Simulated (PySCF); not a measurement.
Question: What does the PBE0-D3(BJ)/def2-SVP structure of `C=C(C)[SiH2]OC(=O)CC#N` look like in three dimensions?

Answer: 
```xyz
19
C6H9NO2Si angstrom
C     -3.1340    0.2074   -1.1511
C     -2.2175   -0.5003   -0.4742
C     -2.2321   -0.6450    1.0202
Si    -0.8624   -1.3403   -1.4348
O      0.5754   -0.8156   -0.6270
C      1.7712   -1.2240   -1.0129
O      1.9791   -1.9095   -1.9771
C      2.8967   -0.7070   -0.1272
C      2.4829   -0.2626    1.1938
N      2.1575    0.0814    2.2487
H     -3.0994    0.3169   -2.2400
H     -3.9611    0.7131   -0.6376
H     -3.0567   -0.0752    1.4745
H     -2.3413   -1.7017    1.3172
H     -1.2829   -0.2940    1.4573
H     -0.8885   -2.8250   -1.3225
H     -0.8344   -0.8927   -2.8518
H      3.6562   -1.4983   -0.0481
H      3.3746    0.1312   -0.6618
```

Any rigid rotation of these coordinates is as good. Atoms count from 1 in this order. Of the pairs four or more bonds apart, H12···H13 is among the closest relative to their van der Waals radii: 2.43 Å, 101 % of the sum of Bondi's values. O5 (oxygen singly bound to a carbonyl carbon) is bent (angle 121.5°). The C–C distances run from 1.341 Å (C1=C2, drawn double) to 1.523 Å (C6–C8, drawn single), a spread of 0.182 Å. Si4 (oxygen-bound silicon) is distorted tetrahedral (angles from 103.1° to 113.5°).

Bonds between heavy atoms (Å): C1=C2 1.341, C2–C3 1.501, C2–Si4 1.861, Si4–O5 1.731, O5–C6 1.321, C6=O7 1.201, C6–C8 1.523, C8–C9 1.454, C9≡N10 1.156.

Method: PBE0-D3(BJ)/def2-SVP geometry optimisation, gas phase in PySCF.

Point group: C1 (no symmetry element, even within 0.4 Å). No frequency check. The numbers are those of one conformer (C1–C2–Si4–O5 129°, C2–Si4–O5–C6 179°, Si4–O5–C6–O7 5°, O5–C6–C8–C9 20°).
